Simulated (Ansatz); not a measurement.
The cluster FePt₂. Charge 0, multiplicity 1. Geometry PBE0-D4/def2-TZVP.

```xyz
3

Fe    1.1510    0.5575    0.2215
Pt   -0.9341   -0.0022    1.0570
Pt   -0.2169   -0.5553   -1.2785
```

In the def2 sets Pt takes a core potential; there is no spin–orbit coupling. The restricted singlet is unstable towards broken spin symmetry at other levels; at PBE-D4/def2-SVP, revPBE-D4/def2-TZVP, B97M-V/def2-TZVP this wasn't settled. At PBE-D4/def2-SVP, PBE-D4/def2-TZVP, revPBE-D4/def2-TZVP an occupied level of the charge 0 singlet lies above an empty one (by up to 0.26 eV), so this SCF solution is probably not the lowest. At PBE-D4/def2-TZVP, r2SCAN-D4/def2-TZVP the restricted singlet is unstable: a solution with broken spin symmetry lies lower. The geometry of the singlet was relaxed on an unsound state (restricted singlet, unstable towards broken spin symmetry). At PBE0-D4/def2-TZVP a quintet of charge 0 lies 3.02 eV below the restricted singlet, each at its own geometry. The structure comes from a short search, and lower isomers may exist.

(1) Estimate the orbital energies around the gap (eV) in Ansatz with PBE-D4/def2-SVP, PBE-D4/def2-TZVP, revPBE-D4/def2-TZVP, r2SCAN-D4/def2-TZVP, B97M-V/def2-TZVP.

Answers

(1) 
| orbital | PBE-D4/def2-SVP | PBE-D4/def2-TZVP | revPBE-D4/def2-TZVP | r2SCAN-D4/def2-TZVP | B97M-V/def2-TZVP |
| --- | --- | --- | --- | --- | --- |
| HOMO−9 | -6.60 | -6.68 | -6.56 | -6.79 | -6.53 |
| HOMO−8 | -5.79 | -5.90 | -5.78 | -5.93 | -5.86 |
| HOMO−7 | -5.69 | -5.79 | -5.67 | -5.84 | -5.82 |
| HOMO−6 | -5.47 | -5.56 | -5.45 | -5.59 | -5.40 |
| HOMO−5 | -5.15 | -5.25 | -5.14 | -5.27 | -5.18 |
| HOMO−4 | -4.68 | -4.79 | -4.68 | -4.78 | -4.84 |
| HOMO−3 | -4.54 | -4.67 | -4.57 | -4.68 | -4.67 |
| HOMO−2 | -4.11 | -4.29 | -4.20 | -4.63 | -4.58 |
| HOMO−1 | -3.76 | -3.96 | -3.88 | -4.40 | -4.56 |
| HOMO | -3.73 | -3.92 | -3.83 | -4.30 | -4.49 |
| LUMO | -3.99 | -4.16 | -4.02 | -3.79 | -3.58 |
| LUMO+1 | -3.66 | -3.82 | -3.68 | -3.51 | -3.38 |
| LUMO+2 | -3.35 | -3.51 | -3.36 | -3.12 | -2.98 |
| LUMO+3 | -3.00 | -3.06 | -2.93 | -2.84 | -2.94 |
| LUMO+4 | -1.11 | -1.24 | -1.12 | -1.02 | -1.25 |
| LUMO+5 | -0.55 | -0.62 | -0.54 | -0.20 | -0.45 |
